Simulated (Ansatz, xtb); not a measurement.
# Relative energy of two structures of BBrGeH2Si

Structure X is a singlet given by its coordinates and structure Y is a singlet given by its coordinates. Both are isolated molecules in the gas phase, relaxed with PBE0-D3(BJ)/def2-SVP.

X (Å):

```yaml
atoms:
  - { symbol: B, position_ang: [0.8898, -0.3436, 0.3896] }
  - { symbol: Br, position_ang: [-0.1000, -0.0632, 3.4276] }
  - { symbol: Ge, position_ang: [-0.2688, -1.7057, 1.5125] }
  - { symbol: Si, position_ang: [1.9694, -0.0860, 1.9749] }
  - { symbol: H, position_ang: [-0.3948, -0.2074, 0.3867] }
  - { symbol: H, position_ang: [1.2999, -0.6433, -0.7077] }
```

Close contacts (Å): B1–Ge3 2.11, B1–Si4 1.94, Br2–Ge3 2.53, Br2–Si4 2.53, B1–H5 1.29, B1–H6 1.21, Ge3–H5 1.88.

Y (Å):

```csv
atom,x (Å),y (Å),z (Å)
B,-1.0417,0.2090,0.1106
Br,-2.4960,1.3573,-0.7040
Ge,-3.1593,0.3466,1.6230
Si,-1.8501,-1.3925,0.7950
H,0.0333,0.7470,0.0855
H,-1.0832,-2.2556,1.7570
```

Close contacts (Å): B1–Br2 2.02, B1–Si4 1.92, Br2–Ge3 2.62, Ge3–Si4 2.33, B1–H5 1.20, Si4–H6 1.50.

Energies in hartree; the thermal terms are from PBE0-D3(BJ)/def2-SVP harmonic frequencies (ideal gas, rigid rotor, one conformer each, 298.15 K, 1 atm) and include the zero-point energy:

```
                               X            Y
E, CCSD(T)/def2-SVP  −4962.497685  −4962.501240
    E, MP2/def2-SVP  −4962.449088  −4962.454559
  E, MP2/def2-TZVPP  −4963.263721  −4963.267354
  zero-point energy      0.022437      0.022116
       H(298 K) − E      0.029254      0.028872
       G(298 K) − E     −0.009211     −0.009355
```

Q: Correct the CCSD(T) difference for the basis set by the MP2 change, then work out ΔE, ΔE₀, ΔH and ΔG for X → Y in kJ/mol (1 Eh = 2625.50 kJ/mol) and the equilibrium ratio [Y]/[X].

A: 1. Differences Y − X: CCSD(T) −0.003555, MP2 in the small set −0.005471, MP2 in the large set −0.003633 Eh.
2. ΔE = −0.003555 + (−0.003633 − (−0.005471)) = −0.001717 Eh = −4.51 kJ/mol.
3. ΔE₀ = ΔE + ΔZPE = −0.001717 + (−0.000321) Eh = −5.35 kJ/mol.
4. ΔH = ΔE + (−0.000382) Eh = −5.51 kJ/mol.
5. ΔG = ΔE + (−0.000144) Eh = −4.89 kJ/mol, so ΔS = (ΔH − ΔG)/T = −2.1 J/(mol K).
6. kT = 0.9442 mEh, so K = [Y]/[X] = exp(−ΔG/kT) = exp(+1.97) ≈ 7.2.

Structure Y is favoured at this temperature. An error of 4 kJ/mol in ΔG would change K by a factor of 5. Mirror images and further conformers aren't counted.

Other levels gave ΔE = −5.5 (PBE0-D3(BJ)/def2-SVP); −4.3 (HF/def2-SVP); −14.4 (MP2/def2-SVP); −9.3 (CCSD(T)/def2-SVP) kJ/mol. The correlated steps freeze 24 core orbitals; the filled d shell of Br and Ge is correlated, in a basis made for valence electrons. Programs: Ansatz 0.2.0.
